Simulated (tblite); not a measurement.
Species: C5H14SeSi.
SMILES with atom numbers: `[CH3:1][CH2:2][Se:3][CH2:4][C@H:5]([CH3:6])[SiH3:7]` (hydrogens: H8, H9, H10 on C1; H11, H12 on C2; H13, H14 on C4; H15 on C5; H16, H17, H18 on C6; H19, H20, H21 on Si7)

Computed with GFN2-xTB (tblite), gas phase: L-BFGS steps from a force-field or distance-geometry start until the largest atomic force falls under 0.01 eV/Å.

The end geometry, which sets the zero of energy:
```
atom  x, y, z in Å
C1     -3.9595    0.2750    0.3339
C2     -2.5117    0.7160    0.4024
Se3    -1.2914   -0.7696   -0.0433
C4      0.3849    0.2632    0.2411
C5      1.6015   -0.3949   -0.3749
C6      1.8546   -1.7619    0.2503
Si7     3.1215    0.7533   -0.2012
H8     -4.2076   -0.0685   -0.6689
H9     -4.6156    1.1056    0.5889
H10    -4.1433   -0.5410    1.0305
H11    -2.3103    1.5205   -0.3084
H12    -2.2452    1.0509    1.4075
H13     0.4990    0.3782    1.3216
H14     0.1954    1.2428   -0.2034
H15     1.4000   -0.5448   -1.4423
H16     0.9762   -2.3996    0.1198
H17     2.7063   -2.2515   -0.2163
H18     2.0486   -1.6705    1.3176
H19     4.2777    0.0876   -0.7980
H20     3.3618    1.0121    1.2195
H21     2.8480    2.0141   -0.8938
```

Task: These geometries come from the run, each turned onto the end geometry. Order them by energy, lowest first.
A.
```
atom  x, y, z in Å
C1     -3.9168    0.2651    0.3414
C2     -2.4729    0.6714    0.4851
Se3    -1.3035   -0.6543   -0.3710
C4      0.3572    0.3156    0.0803
C5      1.5899   -0.4133   -0.4034
C6      1.8122   -1.7182    0.3500
Si7     3.1052    0.7274   -0.2349
H8     -4.1819    0.2003   -0.7101
H9     -4.5479    1.0030    0.8250
H10    -4.0836   -0.7038    0.8047
H11    -2.2818    1.6340    0.0089
H12    -2.1794    0.7252    1.5349
H13     0.3571    0.4472    1.1648
H14     0.2562    1.2990   -0.3852
H15     1.4454   -0.6426   -1.4664
H16     0.9763   -2.4062    0.2207
H17     2.7139   -2.2080   -0.0068
H18     1.9300   -1.5297    1.4145
H19     4.2709    0.0133   -0.7415
H20     3.2799    1.0483    1.1792
H21     2.8644    1.9433   -1.0077
```
B.
```
atom  x, y, z in Å
C1     -3.9567    0.2645    0.3340
C2     -2.5097    0.6876    0.4863
Se3    -1.2913   -0.7316   -0.1420
C4      0.3835    0.2999    0.1454
C5      1.6125   -0.3977   -0.3998
C6      1.8259   -1.7431    0.2848
Si7     3.1399    0.7390   -0.2154
H8     -4.1820    0.0386   -0.7065
H9     -4.6188    1.0618    0.6677
H10    -4.1566   -0.6263    0.9267
H11    -2.2907    1.5794   -0.1044
H12    -2.2613    0.8806    1.5323
H13     0.4630    0.4647    1.2224
H14     0.2193    1.2601   -0.3492
H15     1.4468   -0.5848   -1.4673
H16     0.9517   -2.3820    0.1363
H17     2.6959   -2.2548   -0.1207
H18     1.9689   -1.6126    1.3558
H19     4.3151    0.0403   -0.7326
H20     3.3243    1.0619    1.2010
H21     2.9115    1.9714   -0.9722
```
C.
```
atom  x, y, z in Å
C1     -3.8980    0.2596    0.3377
C2     -2.4512    0.6668    0.4692
Se3    -1.2953   -0.6659   -0.3826
C4      0.3208    0.3242    0.0769
C5      1.5755   -0.4156   -0.4055
C6      1.8131   -1.7184    0.3523
Si7     3.0800    0.7085   -0.2432
H8     -4.1773    0.2063   -0.7309
H9     -4.5454    1.0170    0.8340
H10    -4.0837   -0.7249    0.8232
H11    -2.2899    1.6517    0.0024
H12    -2.1870    0.7260    1.5575
H13     0.3608    0.4552    1.1977
H14     0.2602    1.3178   -0.3942
H15     1.4555   -0.6372   -1.4913
H16     0.9675   -2.4175    0.2212
H17     2.7378   -2.2152   -0.0160
H18     1.9334   -1.5246    1.4422
H19     4.2704    0.0125   -0.7411
H20     3.2807    1.0476    1.1837
H21     2.8631    1.9429   -1.0106
```
D.
```
atom  x, y, z in Å
C1     -3.9593    0.2697    0.3449
C2     -2.5023    0.6599    0.4906
Se3    -1.3007   -0.6922   -0.2993
C4      0.3758    0.3078    0.0812
C5      1.6206   -0.4061   -0.4047
C6      1.8189   -1.7238    0.3367
Si7     3.1447    0.7374   -0.2269
H8     -4.2326    0.1968   -0.7062
H9     -4.5932    1.0180    0.8191
H10    -4.1466   -0.6939    0.8158
H11    -2.2941    1.6037   -0.0178
H12    -2.2222    0.7459    1.5428
H13     0.4022    0.4612    1.1626
H14     0.2549    1.2750   -0.4123
H15     1.4846   -0.6360   -1.4685
H16     0.9465   -2.3664    0.2001
H17     2.6940   -2.2522   -0.0345
H18     1.9475   -1.5526    1.4040
H19     4.3220    0.0327   -0.7308
H20     3.3246    1.0752    1.1859
H21     2.9056    1.9568   -1.0002
```
E.
```
atom  x, y, z in Å
C1     -3.9395    0.2720    0.3461
C2     -2.4872    0.6710    0.4883
Se3    -1.3085   -0.6704   -0.3537
C4      0.3666    0.3036    0.0786
C5      1.6092   -0.4121   -0.4066
C6      1.8188   -1.7174    0.3500
Si7     3.1263    0.7352   -0.2364
H8     -4.2138    0.2041   -0.7035
H9     -4.5902    1.0005    0.8231
H10    -4.1119   -0.6979    0.8072
H11    -2.2756    1.6268    0.0049
H12    -2.1829    0.7299    1.5355
H13     0.3757    0.4267    1.1653
H14     0.2615    1.2831   -0.3955
H15     1.4671   -0.6547   -1.4674
H16     0.9577   -2.3702    0.2024
H17     2.7075   -2.2345   -0.0047
H18     1.9279   -1.5325    1.4174
H19     4.2992    0.0249   -0.7445
H20     3.2986    1.0697    1.1791
H21     2.8845    1.9592   -1.0029
```

Result: B (0.003 eV), D (0.006 eV), E (0.012 eV), A (0.027 eV), C (0.159 eV).

In the order of the answer:

| step | E above end (eV) | largest force (eV/Å) | rms force component (eV/Å) | rms distance from end (Å) | rms bond change (Å) | bond most changed (Å) |
| --- | --- | --- | --- | --- | --- | --- |
| 74 | 0.003 | 0.01 | 0.005 | 0.110 | 0.000 | Se3–C4 -0.002 |
| 34 | 0.006 | 0.03 | 0.008 | 0.188 | 0.000 | C6–H16 -0.001 |
| 12 | 0.012 | 0.09 | 0.026 | 0.201 | 0.002 | Se3–C4 -0.004 |
| 4 | 0.027 | 0.17 | 0.047 | 0.205 | 0.005 | Se3–C4 -0.014 |
| 0 | 0.159 | 1.07 | 0.369 | 0.209 | 0.021 | Se3–C4 -0.039 |

What follows is the cost of the whole relaxation. Time: 2.7 s. Hardware: an Intel Xeon at 2.50 GHz with one thread (shared host).
